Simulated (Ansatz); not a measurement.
Cost and result for the atomization energy of `O[SiH2][SiH](O)[SiH3]` (13 atoms, 12 bonds).

```xyz
13

O    -0.572   -2.487   -0.667
Si    0.447   -1.233   -1.071
Si    0.222    0.089    0.862
O    -1.164   -0.460    1.589
Si    0.025    2.372    0.394
H    -0.734   -3.173   -1.317
H     1.830   -1.721   -1.339
H    -0.022   -0.563   -2.320
H     1.410   -0.115    1.746
H    -1.438   -1.334    1.295
H    -0.187    3.176    1.628
H    -1.104    2.619   -0.542
H     1.286    2.828   -0.258
```

The species carries charge 0 and has multiplicity 1. All single points use the PBE0-D4/def2-TZVP geometry. It is one conformer, not always the lowest. Program: Ansatz. All runs use 4 threads of an Arm Neoverse V1 on a shared host. Times are those of one run each, without the atoms' runs, and a repeat can differ threefold. Electronic energies, without spin–orbit coupling; frozen cores. CCSD(T)/CBS adds CCSD(T) − MP2 in def2-TZVPP to the MP2 limit, and its time is that of the two runs behind it. T1 = 0.013. B3LYP takes the VWN-RPA correlation (the form of Gaussian; ORCA's B3LYP/G).

CCSD(T)/CBS is a level of theory with its own doubt, some kJ/mol a heavy atom from the limit and from the frozen cores, so smaller differences don't rank the functionals.

```csv
level,functions,wall time
PBE-D4/def2-TZVPP (with forces),300,4.3 s
PBE0-D4/def2-TZVPP,300,5.5 s
r2SCAN-D4/def2-TZVPP (with forces),300,7 s
B3LYP-D4/def2-TZVPP (with forces),300,8 s
B2PLYP/def2-TZVPP,300,8.5 s
ωB97X-V/def2-TZVPP,300,13 s
ωB97M-V/def2-TZVPP (with forces),300,19 s
MP2/def2-QZVPP,564,37 s
CCSD(T)/def2-TZVPP,300,5.7 min
CCSD(T)/CBS(def2),–,6.3 min
```

(1) What atomization energy does each give, and how far from CCSD(T)/CBS? (Best estimate.)

## Answers

(1) Computed: 
```tsv
level	atomization (kcal/mol)	difference from CCSD(T)/CBS	per bond
PBE-D4/def2-TZVPP (with forces)	1014.5	-7.8	-0.6
PBE0-D4/def2-TZVPP	1002.5	-19.8	-1.6
r2SCAN-D4/def2-TZVPP (with forces)	1017.0	-5.3	-0.4
B3LYP-D4/def2-TZVPP (with forces)	1014.2	-8.1	-0.7
B2PLYP/def2-TZVPP	1001.7	-20.6	-1.7
ωB97X-V/def2-TZVPP	1025.0	2.7	0.2
ωB97M-V/def2-TZVPP (with forces)	1017.7	-4.6	-0.4
MP2/def2-QZVPP	1015.9	-6.4	-0.5
CCSD(T)/def2-TZVPP	991.6	-30.7	-2.6
CCSD(T)/CBS(def2)	1022.3	0.0	0.0
```

In def2-TZVPP, CCSD(T) changes the Hartree–Fock value by +247.3 kcal/mol (the triples alone add +11.9 kcal/mol) and MP2 by +253.2 kcal/mol; breaking electron pairs costs correlation energy, which Hartree–Fock lacks. From PBE to PBE0 (25 % exact exchange), in def2-TZVPP and without D4, the atomization energy moves by −10.9 kcal/mol: exact exchange takes away binding that semilocal exchange gives to molecules. The D4 term adds +11.8 kcal/mol with B3LYP and +6.3 kcal/mol with PBE0; it sums over pairs of atoms, weighted by their polarisabilities, and B3LYP, whose exchange is more repulsive, gets the larger term.
